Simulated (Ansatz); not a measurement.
Level of theory: r2SCAN-D4/def2-SVP (Ansatz, an electronic-structure program). No frequencies were computed at this level.

Ansatz 0.2 input:
```yaml
crystal:
  periodic: [false, false, false]
  atoms:
    - { symbol: Cd, position_ang: [-0.119904, 0.309426, -0.296875] }
    - { symbol: O, position_ang: [-1.342633, 0.123191, 1.166967] }
    - { symbol: H, position_ang: [-2.087627, 0.72971, 1.176144] }
    - { symbol: O, position_ang: [1.485443, -0.61828, -0.783429] }
    - { symbol: H, position_ang: [1.921518, -0.318475, -1.58513] }
basis:
  gaussian: { orbitals: def2-svp }
hamiltonian:
  xc: r2scan
  dispersion: d4
relax:
  max_steps: 150
```

Output:

```
Functional definition: r2SCAN
710 factors; their error is unknown
mean field evaluation 1: about -8673.0373 eV, gradient 8.3e1 eV
mean field evaluation 2: about -8543.5557 eV, gradient 2.3e2 eV
mean field evaluation 4: about -8686.1907 eV, gradient 9.5e0 eV
mean field evaluation 8: about -8686.3242 eV, gradient 2.0e-1 eV
mean field evaluation 16: about -8686.3112 eV, gradient 9.3e-5 eV
mean field -8686.31116117 eV, -319.2160473798 hartree, gradient 9.5e-6 eV, S^2 0.000000; 0 other end points of the search recorded, 0 dependent functions left out
reference -8686.31117410 eV, -319.2160478549 hartree; 19, 19 occupied and 50, 50 virtual orbitals, 710 factors
relax step   1: F+E_penalty+E_count = -8686.32552418 eV  Δ(F+E_penalty+E_count) = +0.000e0 eV  max|allowed force component| = 1.075e0 eV/Å  Δτ_max = 0.0000 Å  (27 SCF iters, accepted)
these checks for a lower state are left out or cut short: starts, cluster_reference, orbital_swaps, neighbouring_geometries, increment
710 factors; their error is unknown
mean field -8686.64584558 eV, -319.2283468052 hartree, gradient 2.2e-5 eV, S^2 0.000000; 0 other end points of the search recorded, 0 dependent functions left out
reference -8686.64585848 eV, -319.2283472792 hartree; 19, 19 occupied and 50, 50 virtual orbitals, 710 factors
relax step   2: F+E_penalty+E_count = -8686.65978851 eV  Δ(F+E_penalty+E_count) = -3.343e-1 eV  max|allowed force component| = 5.415e-1 eV/Å  Δτ_max = 0.1946 Å  (35 SCF iters, accepted)
these checks for a lower state are left out or cut short: starts, cluster_reference, orbital_swaps, neighbouring_geometries, increment
710 factors; their error is unknown
mean field evaluation 32: about -8686.7595 eV, gradient 1.7e-5 eV
mean field -8686.75952297 eV, -319.2325243722 hartree, gradient 1.7e-5 eV, S^2 0.000000; 0 other end points of the search recorded, 0 dependent functions left out
reference -8686.75953578 eV, -319.2325248430 hartree; 19, 19 occupied and 50, 50 virtual orbitals, 710 factors
relax step   3: F+E_penalty+E_count = -8686.77334321 eV  Δ(F+E_penalty+E_count) = -1.136e-1 eV  max|allowed force component| = 3.398e-1 eV/Å  Δτ_max = 0.1947 Å  (28 SCF iters, accepted)
these checks for a lower state are left out or cut short: starts, cluster_reference, orbital_swaps, neighbouring_geometries, increment
710 factors; their error is unknown
mean field -8686.80327301 eV, -319.2341321563 hartree, gradient 7.1e-6 eV, S^2 0.000000; 0 other end points of the search recorded, 0 dependent functions left out
reference -8686.80328577 eV, -319.2341326254 hartree; 19, 19 occupied and 50, 50 virtual orbitals, 710 factors
relax step   4: F+E_penalty+E_count = -8686.81714797 eV  Δ(F+E_penalty+E_count) = -4.380e-2 eV  max|allowed force component| = 2.118e-1 eV/Å  Δτ_max = 0.1025 Å  (29 SCF iters, accepted)
these checks for a lower state are left out or cut short: starts, cluster_reference, orbital_swaps, neighbouring_geometries, increment
710 factors; their error is unknown
mean field -8686.82886371 eV, -319.2350725974 hartree, gradient 2.0e-5 eV, S^2 0.000000; 0 other end points of the search recorded, 0 dependent functions left out
reference -8686.82887651 eV, -319.2350730677 hartree; 19, 19 occupied and 50, 50 virtual orbitals, 710 factors
relax step   5: F+E_penalty+E_count = -8686.84277254 eV  Δ(F+E_penalty+E_count) = -2.562e-2 eV  max|allowed force component| = 1.923e-1 eV/Å  Δτ_max = 0.0866 Å  (28 SCF iters, accepted)
these checks for a lower state are left out or cut short: starts, cluster_reference, orbital_swaps, neighbouring_geometries, increment
710 factors; their error is unknown
mean field -8686.83671349 eV, -319.2353610712 hartree, gradient 1.6e-5 eV, S^2 0.000000; 0 other end points of the search recorded, 0 dependent functions left out
reference -8686.83672634 eV, -319.2353615437 hartree; 19, 19 occupied and 50, 50 virtual orbitals, 710 factors
relax step   6: F+E_penalty+E_count = -8686.85063447 eV  Δ(F+E_penalty+E_count) = -7.862e-3 eV  max|allowed force component| = 2.233e-1 eV/Å  Δτ_max = 0.0676 Å  (28 SCF iters, accepted)
these checks for a lower state are left out or cut short: starts, cluster_reference, orbital_swaps, neighbouring_geometries, increment
710 factors; their error is unknown
mean field -8686.83875883 eV, -319.2354362362 hartree, gradient 1.2e-5 eV, S^2 0.000000; 0 other end points of the search recorded, 0 dependent functions left out
reference -8686.83877171 eV, -319.2354367094 hartree; 19, 19 occupied and 50, 50 virtual orbitals, 710 factors
relax step   7: F+E_penalty+E_count = -8686.85267295 eV  Δ(F+E_penalty+E_count) = -2.038e-3 eV  max|allowed force component| = 8.245e-2 eV/Å  Δτ_max = 0.0232 Å  (28 SCF iters, accepted)
these checks for a lower state are left out or cut short: starts, cluster_reference, orbital_swaps, neighbouring_geometries, increment
710 factors; their error is unknown
mean field evaluation 64: about -8686.8614 eV, gradient 1.7e-2 eV
mean field -8686.84768168 eV, -319.2357641447 hartree, gradient 1.2e-5 eV, S^2 0.000000; 0 other end points of the search recorded, 0 dependent functions left out
reference -8686.84769495 eV, -319.2357646327 hartree; 19, 19 occupied and 50, 50 virtual orbitals, 710 factors
relax step   8: F+E_penalty+E_count = -8686.86160423 eV  Δ(F+E_penalty+E_count) = -8.931e-3 eV  max|allowed force component| = 1.325e-1 eV/Å  Δτ_max = 0.1999 Å  (32 SCF iters, accepted)
these checks for a lower state are left out or cut short: starts, cluster_reference, orbital_swaps, neighbouring_geometries, increment
710 factors; their error is unknown
mean field -8686.84944104 eV, -319.2358288001 hartree, gradient 1.8e-5 eV, S^2 0.000000; 0 other end points of the search recorded, 0 dependent functions left out
reference -8686.84945436 eV, -319.2358292897 hartree; 19, 19 occupied and 50, 50 virtual orbitals, 710 factors
relax step   9: F+E_penalty+E_count = -8686.86334469 eV  Δ(F+E_penalty+E_count) = -1.740e-3 eV  max|allowed force component| = 3.602e-2 eV/Å  Δτ_max = 0.0589 Å  (28 SCF iters, accepted)
these checks for a lower state are left out or cut short: starts, cluster_reference, orbital_swaps, neighbouring_geometries, increment
710 factors; their error is unknown
mean field -8686.84983681 eV, -319.2358433444 hartree, gradient 1.1e-5 eV, S^2 0.000000; 0 other end points of the search recorded, 0 dependent functions left out
reference -8686.84985013 eV, -319.2358438341 hartree; 19, 19 occupied and 50, 50 virtual orbitals, 710 factors
relax step  10: F+E_penalty+E_count = -8686.86374397 eV  Δ(F+E_penalty+E_count) = -3.993e-4 eV  max|allowed force component| = 1.432e-2 eV/Å  Δτ_max = 0.0177 Å  (29 SCF iters, accepted)
these checks for a lower state are left out or cut short: starts, cluster_reference, orbital_swaps, neighbouring_geometries, increment
710 factors; their error is unknown
mean field -8686.84986798 eV, -319.2358444901 hartree, gradient 2.6e-5 eV, S^2 0.000000; 0 other end points of the search recorded, 0 dependent functions left out
reference -8686.84988131 eV, -319.2358449798 hartree; 19, 19 occupied and 50, 50 virtual orbitals, 710 factors
relax step  11: F+E_penalty+E_count = -8686.86377934 eV  Δ(F+E_penalty+E_count) = -3.537e-5 eV  max|allowed force component| = 1.457e-3 eV/Å  Δτ_max = 0.0028 Å  (29 SCF iters, accepted)
710 factors; their error is unknown
mean field evaluation 96: about -8686.8367 eV, gradient 3.4e0 eV
mean field -8686.84986798 eV, -319.2358444901 hartree, gradient 2.7e-5 eV, S^2 0.000000; 1 other end points of the search recorded, 0 dependent functions left out
reference -8686.84988131 eV, -319.2358449798 hartree; 19, 19 occupied and 50, 50 virtual orbitals, 710 factors
Total energy: -8686.86379267 eV, -319.2363562128 hartree
Atom 0 at     0.021591    -0.102481     0.064487 Å, force    -0.000343     0.000701    -0.000477 eV/Å
Atom 1 at    -1.368605     0.410146     1.349071 Å, force     0.001457    -0.000354    -0.000827 eV/Å
Atom 2 at    -2.164752     0.694140     0.877959 Å, force     0.000596    -0.000557    -0.000316 eV/Å
Atom 3 at     1.461253    -0.760471    -1.093091 Å, force    -0.001279     0.000185     0.000844 eV/Å
Atom 4 at     1.907310    -0.015762    -1.520749 Å, force    -0.000431     0.000026     0.000777 eV/Å
Dipole moment:    -0.112622     0.330939    -0.289143 e Å
```

Cost: about 25 core-seconds (a rough figure).
